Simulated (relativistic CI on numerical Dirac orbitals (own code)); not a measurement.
Spin-allowed bands of a d7 ion in an octahedral site, by hand

Problem. Take Δ = 13090 cm⁻¹ and B = 770 cm⁻¹ for a high-spin d7 ion in an octahedral site. Calculate the three spin-allowed bands.

Working.
1. The terms of highest spin are 4F (energy 0) and 4P (15B = 11550 cm⁻¹). Here the F term splits into A2 at +1.2Δ = 15708, T2 at +0.2Δ = 2618 and T1 at −0.6Δ = -7854 cm⁻¹.
2. The two T1 states mix through the element 0.4Δ: H = [[-7854, 5236], [5236, 11550]], with roots ½(H₁₁ + H₂₂) ∓ ½√[(H₂₂ − H₁₁)² + 4H₁₂²] = ½(3696) ∓ ½(22049) = -9177 and 12873 cm⁻¹.
3. The ground term is 4T1 at -9177 cm⁻¹.
4. Bands: 4T2 11795 cm⁻¹ (848 nm), 4T1(P) 22049 cm⁻¹ (454 nm), 4A2 24885 cm⁻¹ (402 nm).

Check. Exact diagonalisation of the whole d7 shell with these parameters gives 4T2 11795, 4T1 22049, 4A2 24885 cm⁻¹. The match is exact, since without spin-orbit coupling no other term has this spin. The ratio of the second band to the first, 1.869, depends on Δ/B = 17.0 alone, which is how a Tanabe-Sugano diagram is read.
